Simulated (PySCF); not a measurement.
Constitutional and geometric isomers with formula H4O2Si2. Gas-phase values, no solvent. One relaxed conformer stands for each flexible species; it need not be the lowest. Strings in code marks are SMILES.

The brightest of the four lowest singlets (TDA) from two functionals at the same geometries (r2SCAN-D4/def2-TZVP), both in PySCF: PBE-D3(BJ)/def2-TZVP and r2SCAN-D4/def2-TZVP. Excitations are Tamm–Dancoff values on a coarser integration grid. The basis has no diffuse functions, so Rydberg states are missing or too high.

```json
[
 {"species": "`O[Si](O)=[SiH2]` (H–O–Si–Si torsion -19°, Si–Si–O–H torsion -165°)", "PBE-D3(BJ)/def2-TZVP (eV)": "4.30"},
 {"species": "`[SiH](/O)=[SiH]\\O` (H–O–Si–Si torsion -58°, Si–Si–O–H torsion 58°)", "PBE-D3(BJ)/def2-TZVP (eV)": "4.18"},
 {"species": "`O/[SiH]=[SiH]\\O` (H–O–Si–Si torsion 52°, Si–Si–O–H torsion -118°)", "PBE-D3(BJ)/def2-TZVP (eV)": "4.41"}
]
```

What does r2SCAN-D4/def2-TZVP give for each?


- `O[Si](O)=[SiH2]` (H–O–Si–Si torsion -19°, Si–Si–O–H torsion -165°): 4.69
- `[SiH](/O)=[SiH]\O` (H–O–Si–Si torsion -58°, Si–Si–O–H torsion 58°): 4.35
- `O/[SiH]=[SiH]\O` (H–O–Si–Si torsion 52°, Si–Si–O–H torsion -118°): 4.58
Over these rows, drawn at random from the members with no instability flagged (it was tested for open shells, ions and some series alone), PBE minus r2SCAN-D4: mean -0.25 eV, from -0.40 eV to -0.18 eV.
